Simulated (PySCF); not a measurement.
Excited states of Pd(44+) (palladium, charge +44)

Ground state 1s2, ¹S. Computed with PySCF 2.14 in an even-tempered Gaussian basis (18 s from 5.31 bohr⁻², ratio 2.5; 9 p from 6.6 bohr⁻², ratio 2.7; 7 d from 7.15 bohr⁻², ratio 2.7; 3 f from 560 bohr⁻², ratio 2.7), with scalar relativity by spin-free X2C-1e. Vertical excitation energies in eV without spin-orbit coupling; excited terms of each kind are numbered among those the solver found. Frozen: nothing.

```csv
term,leading excitation,EOM-EE-CCSD
1 3S,1s → s,21597.5
1 1S,1s → s,21660.5
1 3P°,1s → p,21790.2
1 1P°,1s → p,21831.2
2 3S,1s → s,25646.5
2 1S,1s → s,25663.1
2 3P°,1s → p,25703.2
2 1P°,1s → p,25714.5
1 3D,1s → d,25741.4
1 1D,1s → d,25741.9
2 3D,1s → d,27092.0
2 1D,1s → d,27092.3
```

The spin-orbit splitting of the hole, absent here, rivals or exceeds the spacing of these terms, so the LS terms are model states.

Only the lower part of the computed list is shown. Doubly excited terms such as np² are absent. The solver can miss terms. The 8 highest virtual orbitals were dropped.
